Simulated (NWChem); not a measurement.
# C$_{3}$H$_{5}$F$_{3}$; SMILES CCC(F)(F)F

```xyz
11

C      0.0678     2.0691     0.0000
C     -0.8085     0.8296     0.0000
C     -0.0209    -0.4538     0.0000
F      0.7687    -0.5521    -1.0769
F     -0.8282    -1.5195     0.0000
F      0.7687    -0.5521     1.0769
H      0.7138     2.0969     0.8894
H      0.7138     2.0969    -0.8894
H     -0.5494     2.9782     0.0000
H     -1.4618     0.7989     0.8852
H     -1.4618     0.7989    -0.8852
```
Atoms are numbered in this order, from 1.

Program: NWChem. Pople sets run with spherical d functions. All runs use the structure optimised with PBE0/def2-SVP. B3LYP is NWChem's, with the RPA form of VWN correlation. Atomic charges in e: unrestrained fits to the electrostatic potential beside Mulliken populations; buried atoms are poorly determined by the fit.

For level Hartree-Fock/6-31G*:

```yaml
Mulliken C1: -0.52
Mulliken C2: -0.46
Mulliken C3: 1.29
Mulliken F4: -0.42
Mulliken F5: -0.42
```

Problem. Estimate the same quantities for level B3LYP/def2-SVP.

Solution. The Mulliken C1 is -0.02 and the Mulliken C2 comes out as -0.05. The Mulliken C3 is 0.45 and the Mulliken F4 is -0.18. The Mulliken F5 is -0.17.
